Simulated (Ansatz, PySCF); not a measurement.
This PySCF input computes a B3LYP/def2-TZVPD energy:

```python
from pyscf import gto, scf, dft

mol = gto.M(
    atom='''
    C    -0.00000000   -0.00000000   -1.28727519
    C     0.00000000    0.00000000    0.00000000
    C     0.00000000    0.00000000    1.28727519
    ''',
    basis='def2-tzvpd',
    charge=0,
    spin=0,
    verbose=4,
)

mf = dft.RKS(mol, xc='b3lyp').density_fit(auxbasis='def2-universal-jkfit')
mf.grids.level = 3
mf.conv_tol = 1e-9
mf.max_cycle = 100
mf.max_memory = 1500
mf.kernel()
if not mf.converged:
    mf = mf.newton()
    mf.kernel(mf.make_rdm1())
mf.analyze()
```

**Question.** Write an input for the same energy in Ansatz (a first-principles code) and say what it gives.

**Answer.** 
Ansatz 0.2 input:
```yaml
crystal:
  periodic: [false, false, false]
  atoms:
    - {symbol: C, position_ang: [-0.00000000, -0.00000000, -1.28727519]}
    - {symbol: C, position_ang: [0.00000000, 0.00000000, 0.00000000]}
    - {symbol: C, position_ang: [0.00000000, 0.00000000, 1.28727519]}
basis:
  gaussian:
    orbitals: def2-TZVPD
hamiltonian:
  xc: {name: B3LYP}
output: {forces: true}
```
It gives -114.08905 Eh, and PySCF -114.08906 Eh, a difference of 0.01 mEh.
